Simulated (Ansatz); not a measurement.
`[SiH3]C[CH2][InH2]` + H₂Se → `[SeH][InH2]` + `CC[SiH3]` at 500 K and 1 bar (ligand exchange at the In–C bond).

Computed with Ansatz on PBE0-D4/def2-TZVP structures; ΔE is electronic, products minus reactants. CCSD(T)/CBS is the MP2 limit (def2-TZVPP, def2-QZVPP) plus CCSD(T) − MP2 in def2-TZVPP, frozen cores. Elements past krypton have def2 core potentials. For In, Se outer-core shells are correlated without core-valence functions, which leaves a few kJ/mol of doubt a bond. Scalar relativity is left out up to krypton. One conformer a species, not always the lowest.

| species | CCSD(T)/CBS energy (Eh) | H − E (kJ/mol) | S (J/(mol·K)) |
| --- | --- | --- | --- |
| `[SiH3]C[CH2][InH2]` | -560.37565 | 292.2 | 441.9 |
| H₂Se | -2401.89790 | 53.1 | 237.8 |
| `[SeH][InH2]` | -2592.33228 | 82.0 | 341.7 |
| `CC[SiH3]` | -369.99568 | 274.2 | 352.5 |

H − E and S are ideal-gas, rigid-rotor, harmonic terms from PBE0-D4/def2-TZVP, for one conformer and one mirror image of each species. 1 Eh = 2625.50 kJ/mol, R = 8.31446 J/(mol·K).

**Question.** By hand: ΔE, ΔH, ΔS and ΔG.

**Answer.** ΔE = (-2592.33228) + (-369.99568) − (-560.37565) − (-2401.89790) = -0.05441 Eh = -142.9 kJ/mol. Δ(H − E) = 82.0 + 274.2 − 292.2 − 53.1 = 10.9, so ΔH = -132.0 kJ/mol. ΔS = 341.7 + 352.5 − 441.9 − 237.8 = 14.5 J/(mol·K). ΔG = -132.0 − 500 × (14.5)/1000 = -139.2 kJ/mol.

**Question.** By hand: the equilibrium constant, and the temperature at which ΔG would vanish if ΔH and ΔS stayed fixed.

**Answer.** log₁₀ K = −ΔG/(RT ln 10) = 14.5. ΔH and −TΔS have one sign here, so there is no such temperature.

The number of gas molecules stays the same, so ΔS is small and ΔH decides. A doubt of 5 kJ/mol in ΔE shifts log₁₀ K by 0.5 here. Other conformers and mirror images would add mixing entropy, several J/(mol·K) or more a flexible species. These are equilibria of isolated gas molecules and say nothing of rates. Largest T1 diagnostic: 0.013 (customary marks: 0.02 for closed shells, 0.045 for open ones).
